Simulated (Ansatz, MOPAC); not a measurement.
Molecule: LiCl, charge 0, multiplicity 1. SMILES: [Li][Cl]

Atoms: Li1, Cl2. Bonds: Li1-Cl2.

Bond lengths (Å) and angles (degrees) optimised at PM3 with MOPAC; PM6 with MOPAC; MNDO with MOPAC; HF/STO-3G with Ansatz (an electronic-structure program); B3LYP/LANL2DZ with Ansatz; MP2/6-31G* with Ansatz, each started from the B3LYP-D3(BJ)/def2-TZVP structure (Ansatz) of the last column. A row stands for all coordinates that are equal there. 6-31G* holds six Cartesian d functions.

```json
[
 {"coordinate": "Li1-Cl2", "PM3": "1.884", "PM6": "2.050", "MNDO": "2.020", "HF/STO-3G": "1.933", "B3LYP/LANL2DZ": "2.087", "MP2/6-31G*": "2.069", "B3LYP-D3(BJ)/def2-TZVP": "2.017"}
]
```

Mean signed difference of all 1 bond lengths from B3LYP-D3(BJ)/def2-TZVP: PM3 -0.133 Å, PM6 0.033 Å, MNDO 0.002 Å, HF/STO-3G -0.084 Å, B3LYP/LANL2DZ 0.070 Å, MP2/6-31G* 0.052 Å.
